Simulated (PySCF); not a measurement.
## Spin-orbit coupling and the third ionisation energy along group 14

Two-component X2C-1e calculated with PySCF 2.14: MP2 on generalised Hartree-Fock spinors (GMP2), with spin-orbit coupling off and on (screened by Boettger's factors); no Breit or QED terms. Values in eV; the references (NIST) lie between the lowest levels. Elements whose determinants are no pure J levels are left out.

```json
{"element": "C (x2c-QZVPPall-2c, 1s2 frozen)", "configurations": "[He] 2s2 → [He] 2s1", "spin-free": "47.022", "with spin-orbit": "47.022", "shift": "0.000", "reference": "47.888"}
{"element": "Si (x2c-QZVPPall-2c, [Ne] frozen)", "configurations": "[Ne] 3s2 → [Ne] 3s1", "spin-free": "32.929", "with spin-orbit": "32.929", "shift": "0.000", "reference": "33.493"}
{"element": "Ge (x2c-QZVPPall-2c, [Ne] frozen)", "configurations": "[Ar] 3d10 4s2 → [Ar] 3d10 4s1", "spin-free": "33.919", "with spin-orbit": "33.920", "shift": "0.000", "reference": "34.058"}
{"element": "Pb (x2c-QZVPPall-2c, [Kr] 4d10 4f14 frozen)", "configurations": "[Xe] 4f14 5d10 6s2 → [Xe] 4f14 5d10 6s1", "spin-free": "32.024", "with spin-orbit": "32.057", "shift": "0.033", "reference": "31.937"}
```

Task: Estimate the missing row, Sn (x2c-QZVPPall-2c, [Ar] 3d10 frozen).

Result: The calculation gives spin-free 30.552; with spin-orbit 30.555; shift 0.003. The reference value is 30.506.

What remains against the references is mostly the basis and correlation beyond MP2.
